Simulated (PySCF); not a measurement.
**Exact mass, isotope pattern and composition**

Species: `O=CCC(F)(F)F` (3,3,3-trifluoropropanal).

Calculated for natural abundance.

Question: What are the average molar mass and the monoisotopic mass?

Answer: For C3H3F3O, with standard atomic weights, 1 × 15.999 + 3 × 12.011 + 3 × 18.998 + 3 × 1.008 = 112.050 g/mol. From the most abundant isotopes (16O, 12C, 19F, 1H), 1 × 15.994915 + 3 × 12.000000 + 3 × 18.998403 + 3 × 1.007825 = 112.0136 u.

Question: Give the isotope pattern of the molecular ion M+•, merging species of the same nominal mass.

Answer: 
```
nominal mass  m/z (centroid)  relative intensity
         112        112.0131               100.0
         113        113.0164                 3.3
         114        114.0177                 0.2
```

Cut off at 0.1 %. One electron mass, 0.00055 u, is taken off. Abundances used (%; other tables differ somewhat): 16O 99.757, 17O 0.038, 18O 0.205; 12C 98.93, 13C 1.07; 1H 99.9885, 2H 0.0115.

Question: What is the composition by mass?

Answer: O 14.28 %, C 32.16 %, F 50.86 %, H 2.70 %.

Question: What share of all molecules is the monoisotopic species?

Answer: 0.99757 × 0.9893^3 × 1^3 × 0.999885^3 = 96.56 %.

Question: How many rings plus π bonds does the formula give with the usual valences, and does the nitrogen rule hold?

Answer: (2 × 3 + 2 + 0 − 6)/2 = 1; the structure has 0 rings and 1 π bond. The nominal mass 112 is even, with 0 nitrogens, as the rule says.

Question: Count the protons, neutrons and electrons of the monoisotopic species, and give its exact less its nominal mass.

Answer: 56 protons, 56 neutrons and 56 electrons; 112.0136 − 112 = +0.0136 u.

Question: What resolving power m/Δm just matches the spacing of the species with one 13C and with one 17O?

Answer: They lie 0.00086 u apart at mass 113.02, so m/Δm is about 130000.
